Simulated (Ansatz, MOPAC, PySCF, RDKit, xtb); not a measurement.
Torsion H3–O1–Si2–H4 in H2OSi (SMILES O[SiH]); at each angle all else is relaxed with GFN2-xTB, and the levels are single points there.
Geometry at 180° (charge 0, multiplicity 1):
```xyz
4

O     -0.751     0.295     0.267
Si     0.753     0.605    -0.334
H     -1.340    -0.357    -0.101
H      1.006     1.645     0.688
```

| level | energy at 270° less that at 180° (meV) | minus CCSD(T)/CBS(cc-pV(T+d)Z, cc-pV(Q+d)Z) | cost |
|---|---|---|---|
| MMFF94 | 104.3 | -266.9 | - |
| UFF | 1195.9 | 824.7 | - |
| GFN-FF | 57.4 | -313.8 | - |
| AM1 | 388.2 | 17.0 | - |
| PM3 | 431.5 | 60.3 | - |
| PM6 | -34.3 | -405.5 | - |
| PM7 | 182.0 | -189.2 | - |
| GFN1-xTB | 98.6 | -272.6 | - |
| GFN2-xTB | 129.1 | -242.1 | - |
| HF/STO-3G | 636.0 | 264.8 | - |
| HF/6-31G* | 387.9 | 16.6 | - |
| HF/cc-pV(D+d)Z | 358.6 | -12.6 | - |
| SVWN5/def2-TZVPP | 402.0 | 30.8 | ×0.8 |
| PBE-D3(BJ)/def2-TZVPP | 401.3 | 30.1 | ×1 |
| BLYP/def2-TZVPP | 388.0 | 16.8 | ×0.9 |
| BLYP-D3(BJ)/def2-TZVPP | 387.9 | 16.7 | ×0.9 |
| BLYP-D4/def2-TZVPP | 387.5 | 16.3 | ×0.9 |
| r2SCAN/def2-TZVPP | 402.0 | 30.8 | ×2 |
| r2SCAN-D3(BJ)/def2-TZVPP | 402.0 | 30.8 | ×2 |
| r2SCAN-D4/def2-TZVPP | 401.9 | 30.7 | ×2 |
| B3LYP/3-21G | 510.1 | 138.9 | - |
| B3LYP/6-31G* | 456.8 | 85.5 | - |
| B3LYP/LANL2DZ | 432.9 | 61.6 | - |
| B3LYP/def2-TZVPP | 373.6 | 2.4 | ×1 |
| B3LYP-D3(BJ)/def2-TZVPP | 373.5 | 2.3 | ×1 |
| B3LYP-D4/def2-TZVPP | 373.2 | 2.0 | ×1 |
| PBE0/def2-TZVPP | 382.3 | 11.1 | ×1 |
| M06-2X/6-31G* | 440.5 | 69.3 | - |
| M06-2X/def2-TZVPP | 362.2 | -9.0 | - |
| wB97X-V/def2-TZVPP | 382.4 | 11.2 | ×3 |
| MP2/cc-pV(D+d)Z | 449.5 | 78.3 | - |
| MP2/cc-pV(T+d)Z | 405.2 | 34.0 | - |
| SCS-MP2/cc-pV(T+d)Z | 398.9 | 27.7 | - |
| SCS-MP2/cc-pV(Q+d)Z | 384.9 | 13.7 | - |
| CCSD/cc-pV(D+d)Z | 428.1 | 56.9 | - |
| CCSD/cc-pV(T+d)Z | 380.3 | 9.1 | - |
| CCSD/cc-pV(Q+d)Z | 365.3 | -6.0 | - |
| CCSD(T)/cc-pV(D+d)Z | 441.6 | 70.4 | ×0.9 |
| CCSD(T)/cc-pV(Q+d)Z | 377.4 | 6.2 | ×40 |
| CCSD(T)/CBS(cc-pV(T+d)Z, cc-pV(Q+d)Z) | 371.2 | 0.0 | ×50 |

 The comparison column counts from a level with limits of its own.

The rows run from -34.3 (PM6) to 1195.9 meV (UFF). From cc-pV(D+d)Z to cc-pV(Q+d)Z CCSD(T) changes by -64.2. The dispersion term adds -0.1 in BLYP-D3(BJ), -0.5 in BLYP-D4, 0.0 in r2SCAN-D3(BJ). The 7 functionals in def2-TZVPP without D3 or D4 span 39.8, from M06-2X to r2SCAN.

On the grid 0° to 330°, 270° is the highest and 180° the lowest point at CCSD(T)/CBS(cc-pV(T+d)Z, cc-pV(Q+d)Z).

Cores are frozen in the correlated methods. CBS(a, b) extrapolates the correlation energy as X⁻³ and adds the Hartree–Fock energy of set b. Rows in 3-21G, 6-31G*, LANL2DZ, STO-3G carry no dispersion term and start afresh at each structure (6-31G* with six Cartesian d functions). LANL2DZ brings its own core potentials from Na on. The state that AM1, PM3, PM6, PM7 reach isn't checked; PM7 holds dispersion and hydrogen-bond terms.

Run with Ansatz (a quantum-chemistry and plane-wave program) with Gaussian orbitals; MOPAC for AM1, PM3, PM6, PM7 (differences of heats of formation); PySCF for 3-21G rows, 6-31G* rows, LANL2DZ rows, M06-2X, STO-3G rows, the dispersion terms; RDKit for the force fields; xtb for the GFN methods. Values without a source in brackets are computed.

Costs are rough ratios of core time to PBE/def2-TZVPP (about 0.9 s over the structures, on one shared machine); a dash marks a level with no comparable run of its own.
